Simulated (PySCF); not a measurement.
Working out the electron affinity of Cu

Cu- [Ar] 3d10 4s2 (1S) → Cu [Ar] 3d10 4s1 (2S). Computed with PySCF 2.14 in aug-cc-pVDZ-PP with ECP10MDF, with a scalar-relativistic core potential. Frozen: 3s2 3p6. Energies in hartree (1 hartree = 27.21139 eV):

```json
{"part": "UHF", "Cu- (lower)": "-196.164954", "Cu (upper)": "-196.165164"}
{"part": "MP2 opposite-spin", "Cu- (lower)": "-0.316218", "Cu (upper)": "-0.291425"}
{"part": "MP2 same-spin", "Cu- (lower)": "-0.177922", "Cu (upper)": "-0.172747"}
```

Q: What does Hartree-Fock give?

A: (-196.165164) − (-196.164954) = -0.000210 hartree = -0.006 eV.

Q: What do MP2 and SCS-MP2 (6/5 opposite-spin, 1/3 same-spin) give?

A: The opposite-spin parts differ by 0.675 eV and the same-spin parts by 0.141 eV. MP2: -0.006 + (0.675) + (0.141) = 0.810 eV. SCS-MP2: -0.006 + 1.2 × (0.675) + (0.141)/3 = 0.851 eV.

Reference: 1.236 eV (measured; photodetachment measurements, as compiled on the Wikipedia data page of electron affinities).

A double-zeta basis recovers only part of the correlation energy.

What remains against the reference includes basis incompleteness, the frozen core and correlation beyond second order.
